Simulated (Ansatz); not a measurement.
Computed with Ansatz on PBE0-D4/def2-TZVP structures; ΔE is electronic, products minus reactants. CBS: MP2 limit from def2 TZ/QZ plus the TZ coupled-cluster correction, frozen cores. This one scheme is used for every species. DFT in def2-TZVPP. One conformer a species, not always the lowest.

Reaction (cleavage of the Si–Si bond): `B[SiH]([SiH3])O[SiH3]` + HCl → `B[SiH](Cl)O[SiH3]` + SiH₄

**Question.** Is it downhill or uphill in electronic energy at CCSD(T)/CBS, and by how much? (Best estimate.)

**Answer.** Computed: Downhill: ΔE = -26.5 kcal/mol.

**Question.** What do these levels give: ωB97M-V, PBE, PBE0, MP2/def2-TZVPP, CCSD(T)/def2-TZVPP, HF/CBS(def2)? (An estimate is asked.)

**Answer.** Ansatz gave: ωB97M-V -27.8, PBE -22.6, PBE0 -24.3, MP2/def2-TZVPP -28.6, CCSD(T)/def2-TZVPP -26.0, HF/CBS(def2) -32.2 kcal/mol.

Largest T1 diagnostic among the species: 0.013.

In def2-TZVPP, CCSD(T) changes the Hartree–Fock value by +6.0 kcal/mol (the triples alone add +0.6 kcal/mol) and MP2 by +3.5 kcal/mol. From PBE to PBE0 (25 % exact exchange), in def2-TZVPP and without D4, ΔE moves by −1.6 kcal/mol.
